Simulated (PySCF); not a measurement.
## F²⁺ (fluorine, charge +2) across methods

[He] 2s2 2p2 3d1, one real determinant (an excited configuration). All numbers are calculated (PySCF 2.14, no relativity, point nucleus, in aug-cc-pV5Z (7s6p5d4f3g2h, 127 functions)).

```
   method  E (hartree)  mean ε 2s β (eV)  mean ε 2p α (eV)  mean ε 3d α (eV)  Σ⟨r²⟩ (bohr²)   ⟨S²⟩
      PBE     -95.9738           -76.575           -64.187           -11.812          11.90  3.751
     PW91     -96.0280           -76.646           -64.345           -11.832          11.88  3.751
BHandHLYP     -96.0496           -81.774           -71.052           -12.861          11.97  3.752
     PBE0     -95.9799           -79.149           -67.646           -12.398          11.95  3.751
      UHF    -95.83146           -85.166           -77.383           -13.773          12.15  3.753
    HSE06     -95.9886           -78.718           -67.222           -12.020          11.94  3.751
   r2SCAN     -96.0145           -77.098           -65.629           -11.671          12.02  3.752
```

Question: Estimate the same row for LDA.

Answer: E (hartree) = -95.3865; mean ε 2s β (eV) = -76.302; mean ε 2p α (eV) = -64.046; mean ε 3d α (eV) = -11.542; Σ⟨r²⟩ (bohr²) = 11.83; ⟨S²⟩ = 3.751.

⟨L²⟩ = 7.99 against 12 for a pure F term, so this real determinant mixes terms. The outer electron is Rydberg-like, and this basis confines it to a smaller radius and binds it less than a complete one would.
